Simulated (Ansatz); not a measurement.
Reactions of `O[SiH2][GaH][SiH3]`.

Isolated molecules relaxed with PBE0-D4/def2-TZVP in Ansatz; ΔE leaves out vibrations. CCSD(T)/CBS adds triple-zeta CCSD(T) − MP2 to the extrapolated MP2 energy (def2 sets, frozen cores). This one scheme is used for every species. DFT in def2-TZVPP. B3LYP here is the variant with VWN-RPA as its local correlation; programs differ in this. For Ga outer-core shells are correlated without core-valence functions, which leaves a few kJ/mol of doubt a bond. Scalar relativity is left out up to krypton. Each species was taken in one conformer, which may not be the lowest.

```
                                                                                   reaction  PBE-D4 (kJ/mol)  B3LYP-D4 (kJ/mol)  HF/CBS(def2) (kJ/mol)  ωB97X-V (kJ/mol)  CCSD(T)/CBS(def2) (kJ/mol)
                                     `O[SiH2][GaH][SiH3]` + H₂O → `O[SiH2][GaH][OH]` + SiH₄              -49                -62                    -70               -65                         -58
`O[SiH2][GaH][SiH3]` + `[CH3][Ga]1[CH2][S]1` → `O[SiH2][Ga]1[CH2][S]1` + `[CH3][GaH][SiH3]`              -13                -13                    -10               -10                         -13
                                  `O[SiH2][GaH][SiH3]` + H–F → `[F][GaH][SiH3]` + `O[SiH3]`              -79                -96                   -127              -102                         -89
                               `O[SiH2][GaH][SiH3]` + `OCO` → `OCO[SiH2]O` + `[SiH3][GaH2]`              -79               -100                   -125              -105                        -101
                                     `O[SiH2][GaH][SiH3]` + H₂ → `[SiH3][GaH2]` + `O[SiH3]`                7                 -6                    -45               -13                          -7
```

Largest T1 diagnostic: 0.015, for `O[SiH2][Ga]1[CH2][S]1`.
